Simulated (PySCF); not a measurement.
Species: C6H7O3S (charge -1).
SMILES with atom numbers: `[CH2:1]=[CH:2]/[CH:3]=[C:4](/[CH:5]=[CH2:6])[S:7](=[O:8])(=[O:9])[O-:10]` (hydrogens: H11, H12 on C1; H13 on C2; H14 on C3; H15 on C5; H16, H17 on C6)

The same species was optimised twice, with GFN2-xTB and with PBE0-D3(BJ)/def2-SVP (PySCF), and the same property calculations (PySCF, gas phase) were run on both structures.

```json
{"coordinate": "C4–C5 (Å)", "GFN2-xTB": "1.440", "PBE0-D3(BJ)/def2-SVP": "1.461", "change": "+0.021"}
{"coordinate": "C3=C4 (Å)", "GFN2-xTB": "1.341", "PBE0-D3(BJ)/def2-SVP": "1.359", "change": "+0.018"}
{"coordinate": "S7=O9 (Å)", "GFN2-xTB": "1.461", "PBE0-D3(BJ)/def2-SVP": "1.477", "change": "+0.016"}
{"coordinate": "S7=O8 (Å)", "GFN2-xTB": "1.459", "PBE0-D3(BJ)/def2-SVP": "1.476", "change": "+0.017"}
{"coordinate": "S7–O10 (Å)", "GFN2-xTB": "1.463", "PBE0-D3(BJ)/def2-SVP": "1.476", "change": "+0.013"}
{"coordinate": "C1=C2 (Å)", "GFN2-xTB": "1.333", "PBE0-D3(BJ)/def2-SVP": "1.345", "change": "+0.012"}
{"coordinate": "C5=C6 (Å)", "GFN2-xTB": "1.329", "PBE0-D3(BJ)/def2-SVP": "1.341", "change": "+0.012"}
{"coordinate": "C2–C3 (Å)", "GFN2-xTB": "1.437", "PBE0-D3(BJ)/def2-SVP": "1.447", "change": "+0.010"}
{"coordinate": "C4–S7 (Å)", "GFN2-xTB": "1.836", "PBE0-D3(BJ)/def2-SVP": "1.830", "change": "-0.006"}
{"coordinate": "C5–C4–S7 (°)", "GFN2-xTB": "113.1", "PBE0-D3(BJ)/def2-SVP": "116.6", "change": "+3.5"}
{"coordinate": "C4–C5–C6 (°)", "GFN2-xTB": "123.7", "PBE0-D3(BJ)/def2-SVP": "127.2", "change": "+3.5"}
{"coordinate": "C3–C4–C5 (°)", "GFN2-xTB": "121.4", "PBE0-D3(BJ)/def2-SVP": "118.1", "change": "-3.3"}
{"coordinate": "C2–C3–C4 (°)", "GFN2-xTB": "125.7", "PBE0-D3(BJ)/def2-SVP": "128.8", "change": "+3.1"}
{"coordinate": "C4–S7–O9 (°)", "GFN2-xTB": "108.3", "PBE0-D3(BJ)/def2-SVP": "107.0", "change": "-1.3"}
{"coordinate": "O8–S7–O9 (°)", "GFN2-xTB": "112.8", "PBE0-D3(BJ)/def2-SVP": "114.1", "change": "+1.3"}
{"coordinate": "C4–S7–O8 (°)", "GFN2-xTB": "104.0", "PBE0-D3(BJ)/def2-SVP": "102.8", "change": "-1.2"}
{"coordinate": "O9–S7–O10 (°)", "GFN2-xTB": "113.3", "PBE0-D3(BJ)/def2-SVP": "114.0", "change": "+0.7"}
{"coordinate": "C1–C2–C3–C4 (°)", "GFN2-xTB": "176", "PBE0-D3(BJ)/def2-SVP": "180", "change": "+4"}
{"coordinate": "C3–C4–C5–C6 (°)", "GFN2-xTB": "159", "PBE0-D3(BJ)/def2-SVP": "176", "change": "+17"}
{"coordinate": "C3–C4–S7–O8 (°)", "GFN2-xTB": "135", "PBE0-D3(BJ)/def2-SVP": "121", "change": "-14"}
```

Rotational constants: A = 1834, B = 962.7, C = 721.2 MHz (GFN2-xTB) against A = 1754, B = 938.0, C = 694.0 MHz (PBE0-D3(BJ)/def2-SVP). Atoms that the bonding makes alike are paired by their places after alignment.

On the GFN2-xTB structure: HOMO (eV) -2.43 [PBE0/pcSseg-1]; LUMO (eV) 2.12 [PBE0/pcSseg-1]; GIAO shielding of C1 (ppm) 76.2 [PBE0/pcSseg-1]; GIAO shielding of C2 (ppm) 36.8 [PBE0/pcSseg-1]; GIAO shielding of C3 (ppm) 57.2 [PBE0/pcSseg-1]; GIAO shielding of C4 (ppm) 23.2 [PBE0/pcSseg-1]; GIAO shielding of C5 (ppm) 46.8 [PBE0/pcSseg-1]; GIAO shielding of C6 (ppm) 52.7 [PBE0/pcSseg-1]; GIAO shielding of S7 (ppm) 189.4 [PBE0/pcSseg-1]; GIAO shielding of O8/O9 (mean) (ppm) 92.9 [PBE0/pcSseg-1].

What do these properties become on the PBE0-D3(BJ)/def2-SVP structure?

```
                                    property          level  on GFN2-xTB  on PBE0-D3(BJ)/def2-SVP  change
                                   HOMO (eV)  PBE0/pcSseg-1        -2.43                    -2.50   -0.07
                                   LUMO (eV)  PBE0/pcSseg-1         2.12                     1.96   -0.16
energy, GFN2-xTB geometry as zero (kcal/mol)  PBE0/pcSseg-1          0.0                     -4.7    -4.7
                  GIAO shielding of C1 (ppm)  PBE0/pcSseg-1         76.2                     71.8    -4.4
                  GIAO shielding of C2 (ppm)  PBE0/pcSseg-1         36.8                     34.1    -2.7
                  GIAO shielding of C3 (ppm)  PBE0/pcSseg-1         57.2                     50.7    -6.5
                  GIAO shielding of C4 (ppm)  PBE0/pcSseg-1         23.2                     21.3    -1.9
                  GIAO shielding of C5 (ppm)  PBE0/pcSseg-1         46.8                     39.5    -7.3
                  GIAO shielding of C6 (ppm)  PBE0/pcSseg-1         52.7                     54.5    +1.8
                  GIAO shielding of S7 (ppm)  PBE0/pcSseg-1        189.4                    177.2   -12.2
        GIAO shielding of O8/O9 (mean) (ppm)  PBE0/pcSseg-1         92.9                     79.1   -13.8
```

The heavy atoms differ by 0.173 Å rms after alignment. Among bonds between heavy atoms C4–C5 changes most (+0.021 Å). Changes are differences of the printed values. Neither structure is proved a minimum here. One conformer (not necessarily the lowest) at the PBE0-D3(BJ)/def2-SVP geometry, without solvent, vibrations or thermal averaging. The geometry's basis has no diffuse functions, a weakness for an anion.

Conformer computed: `[CH2:1]=[CH:2]/[CH:3]=[C:4](/[CH:5]=[CH2:6])[S:7](=[O:8])(=[O:9])[O-:10]`: C1–C2–C3–C4 180°, C3–C4–C5–C6 176°, C3–C4–S7–O8 121°.
